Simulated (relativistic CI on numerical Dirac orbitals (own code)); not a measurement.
**Line list: Forbidden lines, Pr XV**

Calculated at this level of theory: Dirac-Coulomb-Breit CI, orbitals from a KLI potential per configuration, model QED, unscaled Slater integrals (own radial code, finite nucleus).

CI space (outside the closed core [Ar] 3d10): 4s2 4p6 4d9, 4s2 4p5 4d10, 4s2 4p6 4d8 4f, 4s 4p6 4d10, 4s2 4p6 4d8 5s, 4s2 4p5 4d9 4f, 4s2 4p6 4d8 5p, 4s2 4p6 4d7 4f 5s, 4s 4p6 4d9 4f, 4s2 4p6 4d8 5d, 4s2 4p6 4d7 5s 5p, 4s2 4p6 4d8 6s, 4s2 4p5 4d9 5s, 4s2 4p6 4d8 5f, 4s2 4p6 4d7 5s2, 4s2 4p6 4d6 4f 5s2, 4s2 4p5 4d7 4f 5s2, 4s2 4p6 4d6 5s2 5p. Double excitations out of closed p, d and f shells are left out; levels of such configurations are missing from the list, as are those of other unlisted configurations, and high levels can miss mixing partners.

| λ vac (Å) | Lower | Upper | Type | A (s⁻¹) | log gf |
| --- | --- | --- | --- | --- | --- |
| 100.98 | 4s2 4p6 4d9 2D_5/2 [1] | 4s2 4p6 4d8 4f 2H°_11/2 [46] | E3 | 1.39e+02 | -8.59 |
| 102.29 | 4s2 4p6 4d9 2D_5/2 [1] | 4s2 4p6 4d8 5s 2F_7/2 [38] | E2 | 6.66e+06 | -4.08 |
| 102.34 | 4s2 4p6 4d9 2D_5/2 [1] | 4s2 4p6 4d8 4f 4H°_9/2 [36] | M2 | 1.13e+03 | -7.75 |
| 102.74 | 4s2 4p6 4d9 2D_5/2 [1] | 4s2 4p6 4d8 4f 2G°_9/2 [34] | M2 | 1.25e+03 | -7.70 |
| 103.21 | 4s2 4p6 4d9 2D_5/2 [1] | 4s2 4p6 4d8 5s 4F_9/2 [31] | E2 | 1.78e+05 | -5.55 |
| 103.51 | 4s2 4p6 4d9 2D_5/2 [1] | 4s2 4p6 4d8 4f 2G°_9/2 [29] | E3 | 2.09e+01 | -9.47 |
| 103.51 | 4s2 4p6 4d9 2D_5/2 [1] | 4s2 4p6 4d8 4f 2G°_9/2 [29] | M2 | 3.86e+02 | -8.21 |
| 104.75 | 4s2 4p6 4d9 2D_5/2 [1] | 4s2 4p6 4d8 4f 4I°_11/2 [20] | E3 | 2.06e+01 | -9.39 |
| 105.31 | 4s2 4p6 4d9 2D_5/2 [1] | 4s2 4p6 4d8 4f 4H°_9/2 [17] | M2 | 2.16e+03 | -7.44 |
| 108.46 | 4s2 4p6 4d9 2D_5/2 [1] | 4s2 4p6 4d8 4f 4F°_9/2 [6] | M2 | 6.64e+03 | -6.93 |
| 1789.0 | 4s2 4p6 4d8 4f 4F°_7/2 [4] | 4s2 4p6 4d8 4f 2G°_9/2 [34] | M1 | 3.10e+01 | -6.83 |
| 1899.9 | 4s2 4p6 4d8 4f 4I°_15/2 [11] | 4s2 4p6 4d8 4f 2K°_15/2 [45] | M1 | 2.58e+02 | -5.65 |
| 1942.6 | 4s2 4p6 4d8 4f 4H°_13/2 [13] | 4s2 4p6 4d8 4f 2H°_11/2 [46] | M1 | 4.94e+02 | -5.47 |
| 1949.9 | 4s2 4p6 4d8 4f 4F°_9/2 [6] | 4s2 4p6 4d8 4f 2G°_9/2 [34] | M1 | 5.56e+01 | -6.50 |
| 1987.9 | 4s2 4p6 4d8 4f 4I°_15/2 [11] | 4s2 4p6 4d8 4f 2K°_13/2 [42] | M1 | 4.79e+01 | -6.40 |
| 2119.2 | 4s2 4p6 4d8 4f 4H°_13/2 [13] | 4s2 4p6 4d8 4f 2K°_13/2 [42] | M1 | 1.21e+02 | -5.94 |
| 2142.9 | 4s2 4p6 4d8 4f 4F°_9/2 [6] | 4s2 4p6 4d8 4f 4I°_11/2 [30] | M1 | 2.81e+01 | -6.63 |
| 2268.4 | 4s2 4p6 4d8 4f 4F°_9/2 [6] | 4s2 4p6 4d8 4f 2G°_9/2 [29] | M1 | 1.18e+02 | -6.04 |
| 2474.2 | 4s2 4p6 4d8 4f 4H°_13/2 [15] | 4s2 4p6 4d8 4f 2K°_13/2 [42] | M1 | 6.12e+01 | -6.10 |
| 2616.9 | 4s2 4p6 4d8 4f 4D°_7/2 [10] | 4s2 4p6 4d8 4f 2G°_9/2 [34] | M1 | 4.92e+01 | -6.30 |
| 2736.4 | 4s2 4p6 4d8 4f 4I°_15/2 [11] | 4s2 4p6 4d8 4f 2I°_13/2 [33] | M1 | 5.73e+02 | -5.05 |
| 2953.0 | 4s2 4p6 4d8 4f 4H°_11/2 [14] | 4s2 4p6 4d8 4f 4H°_9/2 [36] | M1 | 1.17e+02 | -5.82 |
| 3081.6 | 4s2 4p6 4d8 4f 4H°_13/2 [15] | 4s2 4p6 4d8 4f 2H°_11/2 [39] | M1 | 1.08e+02 | -5.74 |
| 3115.9 | 4s2 4p6 4d9 2D_5/2 [1] | 4s2 4p6 4d9 2D_3/2 [2] | M1 | 5.34e+02 | -5.51 |
| 3324.1 | 4s2 4p6 4d8 4f 4H°_11/2 [14] | 4s2 4p6 4d8 4f 2G°_9/2 [34] | M1 | 1.04e+02 | -5.76 |
| 3636.6 | 4s2 4p6 4d8 4f 4H°_9/2 [17] | 4s2 4p6 4d8 4f 4H°_9/2 [36] | M1 | 1.12e+02 | -5.65 |
| 3751.2 | 4s2 4p6 4d8 4f 4H°_13/2 [15] | 4s2 4p6 4d8 4f 2I°_13/2 [33] | M1 | 6.23e+01 | -5.73 |
| 4329.8 | 4s2 4p6 4d8 4f 4H°_13/2 [15] | 4s2 4p6 4d8 4f 4I°_11/2 [30] | M1 | 2.54e+02 | -5.07 |
| 4370.3 | 4s2 4p6 4d8 4f 4H°_11/2 [14] | 4s2 4p6 4d8 4f 2G°_9/2 [29] | M1 | 6.16e+01 | -5.75 |
| 6300.3 | 4s2 4p6 4d8 4f 4H°_13/2 [13] | 4s2 4p6 4d8 4f 4I°_11/2 [20] | M1 | 7.65e+01 | -5.26 |

Terms are leading LS components. Brackets give the number of a level in order of energy, since labels repeat. The list gives strong lines, with weight on those to low levels, among the lowest 200 of 2828 levels, so that lines to higher ones, which can be the strongest, are missing. Levels whose partners in the same complex of configurations lie outside the list can be far off, and so can their lines. Rates are taken at the computed energies, electric ones in the length gauge.

At this charge energies of transitions that change n are usually good to better than 1 %, and those within a shell (Δn = 0) to a few per cent. Levels and lines within the n = 5 or 6 shells can be off by up to 10 % or somewhat more, and those that change n by about 2 %, since core polarisation is missing.

LS names give the leading component of a level, which can be under half, so a name can repeat, a term be missing and a line seem to break the LS rules.
